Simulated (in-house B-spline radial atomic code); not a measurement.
Configurations of In5+, with energies counted from [Kr] 4d8. Method: scalar-relativistic (X2C) r2SCAN0, spin-polarised, spherical fractional occupations, exact exchange averaged over the configuration, Fermi nucleus of rms radius 4.6156 fm. Calculated with a radial B-spline atomic code at the basis-set limit. Shells without spins written out take the highest spin.

Occupations are held fixed; configurations that lie above the ionisation limit could autoionise.

```tsv
configuration	E - E(ref) (eV)	highest orbital	its <r> (bohr)
[Kr] 4d7 5s1	25.19	5s up	1.927
[Kr] 4d7 4f1	53.601	4f up	1.913
[Ar] 3d10 4s2 4p5 4d9	64.875	4d down	1.071
```

Q: Order these further configurations by energy, lowest first.
A. [Ar] 3d10 4s2 4p5 4d8 5f1
B. [Ar] 3d10 4s2 4p5 4d8 5p1
C. [Kr] 4d7 5f1

A: C (67.328 eV), B (102.12 eV), A (132.75 eV).
